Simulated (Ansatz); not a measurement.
`[OH][SnH2][Cl]` + H₂Se → `[OH][SnH2][SeH]` + HCl at 500 K and 1 bar (ligand exchange at the Sn–Cl bond).

Calculated with Ansatz (gas phase, PBE0-D4/def2-TZVP geometries, no zero-point term in ΔE). CCSD(T)/CBS adds triple-zeta CCSD(T) − MP2 to the extrapolated MP2 energy (def2 sets, frozen cores). This one scheme is used for every species. def2 core potentials past Kr. For Se, Sn outer-core shells are correlated without core-valence functions, which leaves a few kJ/mol of doubt a bond. Scalar relativity is left out up to krypton. Each species was taken in one conformer, which may not be the lowest.

```tsv
species	CCSD(T)/CBS energy (Eh)	H − E (kJ/mol)	S (J/(mol·K))
`[OH][SnH2][Cl]`	-750.83217	108.4	367.0
H₂Se	-2401.89790	53.1	237.8
`[OH][SnH2][SeH]`	-2692.34473	131.9	399.8
HCl	-460.38127	32.5	201.9
```

H − E and S are ideal-gas, rigid-rotor, harmonic terms from PBE0-D4/def2-TZVP, for one conformer and one mirror image of each species. 1 Eh = 2625.50 kJ/mol, R = 8.31446 J/(mol·K).

By hand: ΔE, ΔH, ΔS and ΔG.

ΔE = (-2692.34473) + (-460.38127) − (-750.83217) − (-2401.89790) = 0.00407 Eh = 10.7 kJ/mol. Δ(H − E) = 131.9 + 32.5 − 108.4 − 53.1 = 2.9, so ΔH = 13.6 kJ/mol. ΔS = 399.8 + 201.9 − 367.0 − 237.8 = -3.1 J/(mol·K). ΔG = 13.6 − 500 × (-3.1)/1000 = 15.2 kJ/mol.

By hand: the equilibrium constant, and the temperature at which ΔG would vanish if ΔH and ΔS stayed fixed.

log₁₀ K = −ΔG/(RT ln 10) = -1.6. ΔH and −TΔS have one sign here, so there is no such temperature.

The number of gas molecules stays the same, so ΔS is small and ΔH decides. A doubt of 5 kJ/mol in ΔE shifts log₁₀ K by 0.5 here. Other conformers and mirror images would add mixing entropy, several J/(mol·K) or more a flexible species. These are equilibria of isolated gas molecules and say nothing of rates. Largest T1 diagnostic: 0.013 (customary marks: 0.02 for closed shells, 0.045 for open ones).

ΔS is within the doubt of such terms, so its sign, and with it that verdict, could turn.
